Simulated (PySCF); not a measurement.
CH$_{5}$GeNO (SMILES C[O][Ge][NH2]), singlet, at a GFN2-xTB geometry, atoms displaced at random by about 0.03 Å a coordinate; HF/6-31G, gradient by finite differences (PySCF).

PySCF was given this input:
```python
from pyscf import gto, scf

mol = gto.M(
    atom='''
Ge   -0.253055    0.259982    0.691769
O     1.216518   -0.062290   -0.301882
C     1.439533   -0.477494   -1.666217
H     0.680226   -0.132310   -2.378384
H     2.413373   -0.018127   -2.014163
H     1.535491   -1.518230   -1.630445
N    -1.581938   -0.254969   -0.380678
H    -1.482518   -0.661089   -1.358637
H    -2.532996   -0.250043   -0.148920
''',
    basis='6-31g',
    charge=0,
    spin=0,
    verbose=4,
)

mf = scf.RHF(mol)
mf.conv_tol = 1e-11
mf.kernel()
scan, done = mf.as_scanner(), []
scan.scf_summary = {}
def energy(d):
    c = mol.atom_coords()
    c[1, 1] += d
    e = scan(mol.set_geom_(c, unit='Bohr', inplace=False))
    done.append(scan.converged)
    return e
h = 1e-3
fd = (energy(h) - energy(-h)) / (2 * h)
print('dE/dx =', fd)
```

What the program printed (banner, timings and long lists left out):

```
PySCF version 2.14.0

[INPUT] verbose = 4
[INPUT] num. atoms = 9
[INPUT] num. electrons = 58
[INPUT] charge = 0
[INPUT] spin (= nelec alpha-beta = 2S) = 0
[INPUT] symmetry False subgroup None
[INPUT] Mole.unit = angstrom
[INPUT] Symbol           X                Y                Z      unit          X                Y                Z       unit  Magmom
[...]
nuclear repulsion = 270.181922771386
number of shells = 36
number of NR pGTOs = 176
number of NR cGTOs = 64
basis = 6-31g
ecp = {}

******** <class 'pyscf.scf.hf.RHF'> ********
method = RHF
initial guess = minao
damping factor = 0
level_shift factor = 0
DIIS = <class 'pyscf.scf.diis.CDIIS'>
diis_start_cycle = 1
diis_space = 8
diis_damp = 0
SCF conv_tol = 1e-11
SCF conv_tol_grad = None
SCF max_cycles = 50
direct_scf = True
direct_scf_tol = 1e-13
Set gradient conv threshold to 3.16228e-06
Initial guess from minao.
init E= -2244.58667918502
[...]
cycle= 1 E= -2244.99909093043  delta_E= -0.412  |g|= 0.548  |ddm|= 2.72
[...]
cycle= 2 E= -2245.04368977834  delta_E= -0.0446  |g|= 0.389  |ddm|= 0.72
[...]
cycle= 3 E= -2245.07315597146  delta_E= -0.0295  |g|= 0.0441  |ddm|= 0.294
[...]
cycle= 4 E= -2245.0739462048  delta_E= -0.00079  |g|= 0.0154  |ddm|= 0.0871
[...]
cycle= 5 E= -2245.0740332905  delta_E= -8.71e-05  |g|= 0.00416  |ddm|= 0.0257
[...]
cycle= 6 E= -2245.07404638128  delta_E= -1.31e-05  |g|= 0.00164  |ddm|= 0.0128
[...]
cycle= 7 E= -2245.07404799841  delta_E= -1.62e-06  |g|= 0.000456  |ddm|= 0.00422
[...]
cycle= 8 E= -2245.07404817027  delta_E= -1.72e-07  |g|= 0.000142  |ddm|= 0.00131
[...]
cycle= 9 E= -2245.07404818114  delta_E= -1.09e-08  |g|= 4.54e-05  |ddm|= 0.000275
[...]
cycle= 10 E= -2245.07404818223  delta_E= -1.1e-09  |g|= 9.94e-06  |ddm|= 9.45e-05
[...]
cycle= 11 E= -2245.07404818232  delta_E= -8.55e-11  |g|= 2.16e-06  |ddm|= 2.85e-05
[...]
cycle= 12 E= -2245.07404818232  delta_E= -1.82e-12  |g|= 6.98e-07  |ddm|= 5.72e-06
[...]
Extra cycle  E= -2245.07404818232  delta_E= 9.09e-13  |g|= 4.13e-07  |ddm|= 1.05e-06
converged SCF energy = -2245.07404818232
Create scanner for <class 'pyscf.scf.hf.RHF'>

WARN: Mole.unit (angstrom) is changed to Bohr

New geometry
   1 Ge    -0.253055000000   0.259982000000   0.691769000000 AA   -0.478204644452   0.491294777317   1.307253951464 Bohr
   2 O      1.216518000000  -0.061760822789  -0.301882000000 AA    2.298885845604  -0.116711040299  -0.570474301936 Bohr
[...]
[...]
cycle= 7 E= -2245.07405223487  delta_E= 8.64e-12  |g|= 1.13e-07  |ddm|= 1.1e-06
[...]
Extra cycle  E= -2245.07405223487  delta_E= -1.36e-12  |g|= 6.37e-08  |ddm|= 1.74e-07
converged SCF energy = -2245.07405223487

WARN: Mole.unit (angstrom) is changed to Bohr

New geometry
   1 Ge    -0.253055000000   0.259982000000   0.691769000000 AA   -0.478204644452   0.491294777317   1.307253951464 Bohr
   2 O      1.216518000000  -0.062819177211  -0.301882000000 AA    2.298885845604  -0.118711040299  -0.570474301936 Bohr
   3 C      1.439533000000  -0.477494000000  -1.666217000000 AA    2.720323117274  -0.902332886123  -3.148693794094 Bohr
   4 H      0.680226000000  -0.132310000000  -2.378384000000 AA    1.285440842808  -0.250029663541  -4.494494379048 Bohr
   5 H      2.413373000000  -0.018127000000  -2.014163000000 AA    4.560614006420  -0.034255065460  -3.806216440232 Bohr
   6 H      1.535491000000  -1.518230000000  -1.630445000000 AA    2.901657456735  -2.869038894098  -3.081094511166 Bohr
   7 N     -1.581938000000  -0.254969000000  -0.380678000000 AA   -2.989429566042  -0.481821580254  -0.719377161647 Bohr
   8 H     -1.482518000000  -0.661089000000  -1.358637000000 AA   -2.801552994738  -1.249277153963  -2.567451832701 Bohr
   9 H     -2.532996000000  -0.250043000000  -0.148920000000 AA   -4.786668714619  -0.472512789365  -0.281418014470 Bohr

******** <class 'pyscf.scf.hf.RHF_Scanner'> ********
method = RHF_Scanner
initial guess = minao
damping factor = 0
level_shift factor = 0
DIIS = <class 'pyscf.scf.diis.CDIIS'>
diis_start_cycle = 1
diis_space = 8
diis_damp = 0
SCF conv_tol = 1e-11
SCF conv_tol_grad = None
SCF max_cycles = 50
direct_scf = True
direct_scf_tol = 1e-13
Set gradient conv threshold to 3.16228e-06
init E= -2245.07406830636
[...]
cycle= 1 E= -2245.0740439954  delta_E= 2.43e-05  |g|= 0.000219  |ddm|= 0.00125
[...]
cycle= 2 E= -2245.07404402323  delta_E= -2.78e-08  |g|= 9.46e-05  |ddm|= 0.000367
[...]
cycle= 3 E= -2245.0740440279  delta_E= -4.66e-09  |g|= 5.8e-05  |ddm|= 0.000173
[...]
cycle= 4 E= -2245.07404402911  delta_E= -1.21e-09  |g|= 8.99e-06  |ddm|= 8.62e-05
[...]
cycle= 5 E= -2245.07404402918  delta_E= -6.59e-11  |g|= 2.64e-06  |ddm|= 2.64e-05
[...]
cycle= 6 E= -2245.07404402918  delta_E= -2.27e-12  |g|= 8.94e-07  |ddm|= 6.94e-06
[...]
Extra cycle  E= -2245.07404402918  delta_E= 2.73e-12  |g|= 4.56e-07  |ddm|= 1.53e-06
converged SCF energy = -2245.07404402918
dE/dx = -0.004102849288756261
```
